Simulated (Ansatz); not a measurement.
Basis-set series for `[F][GaH][B](S)[SeH]`. Charge 0, multiplicity 1. All single points use the PBE0-D4/def2-TZVP geometry. It is one conformer, not always the lowest.

```tsv
functional	basis	functions	energy (Eh)	HOMO (eV)	LUMO (eV)
PBE0-D4	def2-SVP	125	-4849.62643	-7.38	-2.40
PBE0-D4	def2-TZVPP	242	-4850.45540	-7.50	-2.52
ωB97M-V	def2-SVP	125	-4850.12456	-9.39	-0.54
ωB97M-V	def2-TZVPP	242	-4850.95406	-9.54	-0.70
```

**Question.** Give the rows for def2-QZVPP. (Best estimate.)

**Answer.** Ansatz gave: 
```csv
functional,basis,functions,energy (Eh),HOMO (eV),LUMO (eV)
PBE0-D4,def2-QZVPP,452,-4850.56843,-7.52,-2.55
ωB97M-V,def2-QZVPP,452,-4851.06317,-9.57,-0.76
```

Scalar relativity is left out up to krypton.
